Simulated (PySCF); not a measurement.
**Ru (ruthenium, neutral) across methods**

[Kr] 4d7 5s1, high-spin 5F determinant. Computed with PySCF 2.14 in ANO-RCC-VTZP (7s6p4d2f1g, 68 functions), with the spin-free X2C one-electron Hamiltonian (Gaussian nucleus).

```json
{"method": "B97-3", "E (hartree)": "-4529.89", "mean ε 4d α (eV)": "-7.440", "mean ε 4d β (eV)": "-5.753", "mean ε 5s α (eV)": "-5.093", "Σ⟨r²⟩ (bohr²)": "52.24", "⟨S²⟩": "6.002"}
{"method": "PBE", "E (hartree)": "-4529.81", "mean ε 4d α (eV)": "-5.971", "mean ε 4d β (eV)": "-4.232", "mean ε 5s α (eV)": "-4.739", "Σ⟨r²⟩ (bohr²)": "52.56", "⟨S²⟩": "6.001"}
{"method": "r2SCAN", "E (hartree)": "-4530.20", "mean ε 4d α (eV)": "-6.251", "mean ε 4d β (eV)": "-4.310", "mean ε 5s α (eV)": "-4.948", "Σ⟨r²⟩ (bohr²)": "52.00", "⟨S²⟩": "6.002"}
{"method": "UHF", "E (hartree)": "-4527.85414", "mean ε 4d α (eV)": "-11.482", "mean ε 4d β (eV)": "-9.079", "mean ε 5s α (eV)": "-6.484", "Σ⟨r²⟩ (bohr²)": "53.23", "⟨S²⟩": "6.005"}
{"method": "B3LYP", "E (hartree)": "-4530.26", "mean ε 4d α (eV)": "-7.133", "mean ε 4d β (eV)": "-5.495", "mean ε 5s α (eV)": "-5.197", "Σ⟨r²⟩ (bohr²)": "52.58", "⟨S²⟩": "6.002"}
{"method": "BLYP", "E (hartree)": "-4530.36", "mean ε 4d α (eV)": "-5.756", "mean ε 4d β (eV)": "-4.255", "mean ε 5s α (eV)": "-4.585", "Σ⟨r²⟩ (bohr²)": "52.87", "⟨S²⟩": "6.001"}
{"method": "PBE0", "E (hartree)": "-4529.88", "mean ε 4d α (eV)": "-7.489", "mean ε 4d β (eV)": "-5.613", "mean ε 5s α (eV)": "-5.303", "Σ⟨r²⟩ (bohr²)": "52.29", "⟨S²⟩": "6.001"}
```

Problem. Estimate the same row for LDA.

Solution. E (hartree) = -4525.15; mean ε 4d α (eV) = -6.143; mean ε 4d β (eV) = -4.367; mean ε 5s α (eV) = -4.989; Σ⟨r²⟩ (bohr²) = 52.53; ⟨S²⟩ = 6.001.
